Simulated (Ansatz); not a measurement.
A nudged elastic band was laid between two geometries of Cl2H2O2Sn + H2S (10 atoms, charge 0, multiplicity 1).

The calculation used RHF/def2-SVP in Ansatz.

```
movable images  : 7
climbing image  : yes
spring          : 5.0 eV/Å²
optimiser       : quadratic models (default)
start path      : straight line
force threshold : 0.05 eV/Å
iteration limit : 47
end points      : relaxed
```

First end point:

```xyz
10
Properties=species:S:1:pos:R:3
Sn -0.111 0.035 0.103
O -0.535 -0.025 1.999
H -1.058 -0.771 2.259
O 1.768 -0.067 -0.378
H 1.998 -0.821 -0.903
Cl -1.353 1.563 -1.119
Cl -0.902 -2.060 -0.625
S 1.240 2.548 1.362
H 2.454 2.002 1.274
H 1.009 2.125 2.606
```

Last end point:

```xyz
10
Properties=species:S:1:pos:R:3
Sn -0.197 0.824 0.193
O 1.286 -0.299 1.894
H 1.874 -0.733 1.282
O 1.211 -0.195 -0.709
H 1.193 -0.164 -1.655
Cl -1.360 1.646 -1.686
Cl -1.771 -0.609 1.175
S 0.340 2.824 1.372
H 1.071 2.212 2.307
H 0.863 -0.977 2.405
```

(1) What changes between the two ends?

(2) What energy profile does the band end with?

Results:

(1) Bonds broken: Sn1–O2, S8–H10. Bonds formed: Sn1–S8, O2–H10. Cl2H2O2Sn + H2S becomes Cl2H4O2SSn.

(2) The run ended unconverged. The highest image is number 4 of 0 to 8, 93.4 kJ/mol above the first end and 176.8 kJ/mol above the last; the last end lies 83.4 kJ/mol below the first. The band didn't meet its force threshold, so its energies are provisional: the largest band force was still 0.14 eV/Å, and over the last iterations the top moved between 0.97 and 0.98 eV. The orbitals stay closed-shell, which can raise the energy where a bond breaks towards radicals; this wasn't checked here.

```
image  path coordinate (Å)  energy (kJ/mol)  Sn1–O2 (Å)  S8–H10 (Å)  Sn1–S8 (Å)
    0                 0.00              0.0        1.94        1.33        3.12
    1                 0.42              2.8        1.95        1.33        3.05
    2                 0.84             14.9        1.96        1.34        2.97
    3                 1.26             47.0        1.99        1.37        2.82
    4                 1.68             93.4        2.06        1.59        2.68
    5                 2.99            -27.2        2.49        2.71        2.42
    6                 4.28            -49.5        2.61        2.91        2.40
    7                 5.58            -68.4        2.55        3.44        2.39
    8                 6.88            -83.4        2.52        3.97        2.38
```

The run took 15 min on 2 threads of Arm Neoverse V2, on a shared host, peak memory 0.38 GiB.
